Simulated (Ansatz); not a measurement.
`CSBCl` + HCl → `ClBCl` + CH₃SH at 600 K and 1 bar (ligand exchange at a B–S bond).

Calculated with Ansatz (gas phase, PBE0-D4/def2-TZVP geometries, no zero-point term in ΔE). CBS: MP2 limit from def2 TZ/QZ plus the TZ coupled-cluster correction, frozen cores. This one scheme is used for every species. Each species was taken in one conformer, which may not be the lowest.

| species | CCSD(T)/CBS energy (Eh) | H − E (kJ/mol) | S (J/(mol·K)) |
| --- | --- | --- | --- |
| `CSBCl` | -922.86962 | 187.4 | 392.2 |
| HCl | -460.38127 | 35.4 | 207.2 |
| `ClBCl` | -945.02167 | 68.4 | 308.2 |
| CH₃SH | -438.22835 | 152.3 | 296.8 |

H − E and S are ideal-gas, rigid-rotor, harmonic terms from PBE0-D4/def2-TZVP, for one conformer and one mirror image of each species. 1 Eh = 2625.50 kJ/mol, R = 8.31446 J/(mol·K).

Task: By hand: ΔE, ΔH, ΔS and ΔG.

Result: ΔE = (-945.02167) + (-438.22835) − (-922.86962) − (-460.38127) = 0.00087 Eh = 2.3 kJ/mol. Δ(H − E) = 68.4 + 152.3 − 187.4 − 35.4 = -2.1, so ΔH = 0.2 kJ/mol. ΔS = 308.2 + 296.8 − 392.2 − 207.2 = 5.6 J/(mol·K). ΔG = 0.2 − 600 × (5.6)/1000 = -3.2 kJ/mol.

Task: By hand: the equilibrium constant, and the temperature at which ΔG would vanish if ΔH and ΔS stayed fixed.

Result: log₁₀ K = −ΔG/(RT ln 10) = 0.3. ΔG = 0 at ΔH/ΔS = 36 K, though so small a ΔH makes that figure unsure.

TΔS isn't small against ΔH here. The sign of ΔG lies within the doubt. A doubt of 5 kJ/mol in ΔE shifts log₁₀ K by 0.4 here. Other conformers and mirror images would add mixing entropy, several J/(mol·K) or more a flexible species. These are equilibria of isolated gas molecules and say nothing of rates. Largest T1 diagnostic: 0.013 (customary marks: 0.02 for closed shells, 0.045 for open ones).
